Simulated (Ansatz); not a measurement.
Start from `FC#CF` and change one atom or group to get `FC#C[SiH3]`.

Ansatz, PBE0-D4/def2-TZVP geometries, multiplicity 1. 

| property | `FC#CF` |
| --- | --- |
| ideal-gas entropy at 298 K and 1 bar (rigid rotor, harmonic PBE0-D4/def2-TZVP) / J/(mol·K) | 248 |
| zero-point energy (PBE0-D4/def2-TZVP) / kJ/mol | 36.2 |
| HOMO–LUMO gap (B3LYP/def2-TZVPP) / eV | 8.52 |
| HOMO–LUMO gap (PBE0/def2-TZVPP) / eV | 9.13 |
| HOMO energy (PBE/def2-TZVPP) / eV | -6.75 |
| HOMO–LUMO gap (ωB97M-V/def2-TZVPP) / eV | 13.50 |

Q: What does the change do to each property? (Estimate.)

A: The calculation gave: 
```csv
property,`FC#C[SiH3]`,shift
"ideal-gas entropy at 298 K and 1 bar (rigid rotor, harmonic PBE0-D4/def2-TZVP) / J/(mol·K)",292,44
zero-point energy (PBE0-D4/def2-TZVP) / kJ/mol,97.0,60.8
HOMO–LUMO gap (B3LYP/def2-TZVPP) / eV,8.04,-0.48
HOMO–LUMO gap (PBE0/def2-TZVPP) / eV,8.49,-0.64
HOMO energy (PBE/def2-TZVPP) / eV,-6.92,-0.17
HOMO–LUMO gap (ωB97M-V/def2-TZVPP) / eV,12.64,-0.86
```

The zero-point energy changes by 60.8 kJ/mol with +8 modes.

B3LYP here is the variant with VWN-RPA as its local correlation; programs differ in this.
